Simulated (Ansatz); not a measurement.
`O[SiH2]CCl` + H₂ → silanol + `CCl` at 700 K and 1 bar (hydrogenolysis of the Si–C bond).

Program: Ansatz. Geometries: PBE0-D4/def2-TZVP. ΔE: electronic, gas phase. CCSD(T)/CBS is the MP2 limit (def2-TZVPP, def2-QZVPP) plus CCSD(T) − MP2 in def2-TZVPP, frozen cores. This one scheme is used for every species. One conformer a species, not always the lowest.

| species | CCSD(T)/CBS energy (Eh) | H − E (kJ/mol) | S (J/(mol·K)) |
| --- | --- | --- | --- |
| `O[SiH2]CCl` | -865.14075 | 224.8 | 426.7 |
| H₂ | -1.17544 | 46.8 | 155.3 |
| `O[SiH3]` | -366.69042 | 144.6 | 321.6 |
| `CCl` | -499.63220 | 131.4 | 278.6 |

H − E and S are ideal-gas, rigid-rotor, harmonic terms from PBE0-D4/def2-TZVP, for one conformer and one mirror image of each species. The MP2-based limit puts H₂ 0.8 mEh under its directly extrapolated value; such offsets cancel only in part. 1 Eh = 2625.50 kJ/mol, R = 8.31446 J/(mol·K).

Task: By hand: ΔE, ΔH, ΔS and ΔG.

Result: ΔE = (-366.69042) + (-499.63220) − (-865.14075) − (-1.17544) = -0.00643 Eh = -16.9 kJ/mol. Δ(H − E) = 144.6 + 131.4 − 224.8 − 46.8 = 4.4, so ΔH = -12.5 kJ/mol. ΔS = 321.6 + 278.6 − 426.7 − 155.3 = 18.2 J/(mol·K). ΔG = -12.5 − 700 × (18.2)/1000 = -25.2 kJ/mol.

Task: By hand: the equilibrium constant, and the temperature at which ΔG would vanish if ΔH and ΔS stayed fixed.

Result: log₁₀ K = −ΔG/(RT ln 10) = 1.9. ΔH and −TΔS have one sign here, so there is no such temperature.

TΔS isn't small against ΔH here. A doubt of 5 kJ/mol in ΔE shifts log₁₀ K by 0.4 here. Other conformers and mirror images would add mixing entropy, several J/(mol·K) or more a flexible species. These are equilibria of isolated gas molecules and say nothing of rates. Largest T1 diagnostic: 0.011 (customary marks: 0.02 for closed shells, 0.045 for open ones).
